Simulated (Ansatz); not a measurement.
InP (SMILES [P]=[In]), triplet, geometry from GFN2-xTB (such geometries of metal compounds can be far from the true shape) (core potentials on In); B97M-V/def2-TZVP run with Ansatz (a first-principles code).

Input for Ansatz:
Ansatz 0.2 input:
```yaml
crystal:
  periodic: [false, false, false]
  atoms:
    - {symbol: In, position_ang: [-0.00000000, -0.00000000, -0.61389725]}
    - {symbol: P, position_ang: [0.00000000, 0.00000000, 2.00539769]}
basis:
  gaussian:
    orbitals: def2-TZVP
hamiltonian:
  xc: {name: B97M-V}
magnetization: {spin_polarized: true, initial_magnetization: 2}
```

Output, abridged:

```
Functional definition: B97M-V
658 factors; their error is unknown
mean field evaluation 1: about -14456.0569 eV, gradient 1.7e1 eV
mean field evaluation 2: about -14412.9946 eV, gradient 5.9e1 eV
mean field evaluation 4: about -14458.6908 eV, gradient 3.7e0 eV
mean field evaluation 8: about -14458.8142 eV, gradient 5.2e-2 eV
mean field evaluation 16: about -14458.8143 eV, gradient 1.4e-4 eV
mean field evaluation 32: about -14459.0260 eV, gradient 9.5e-6 eV
mean field evaluation 64: about -14458.8496 eV, gradient 3.4e0 eV
mean field -14459.02595572 eV, -531.3594031931 hartree, gradient 7.5e-6 eV, S^2 2.009321; 5 other end points of the search recorded, 0 dependent functions left out
reference -14459.02601223 eV, -531.3594052697 hartree; 19, 17 occupied and 68, 70 virtual orbitals, 658 factors
Total energy: -14459.02601223 eV, -531.3594052697 hartree
```
